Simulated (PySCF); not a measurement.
These are PBE0-D4/def2-TZVP // PBE0-D3(BJ)/def2-SVP in PySCF values and carry that method's errors. Isolated molecules, 0 K electronic values unless said otherwise. One relaxed conformer stands for a flexible species; it need not be the lowest. Delta-SCF ions had no search for a lower state. 

Reference species (SMILES): `N#[C][GeH2][GeH2][NH2]` (neutral, multiplicity 1).

HOMO–LUMO gap: 7.16 eV
vertical ionisation energy (Delta-SCF): 9.71 eV

Changed species: `[GeH2]([NH2])[C]#N` (n = 1; the reference has n = 2).

### Question
What does the change do to the HOMO–LUMO gap and vertical ionisation energy (Delta-SCF)?

### Answer
the HOMO–LUMO gap increases by 0.23 eV, to 7.39 eV; the vertical ionisation energy (Delta-SCF) rises by 0.62 eV, to 10.33 eV.
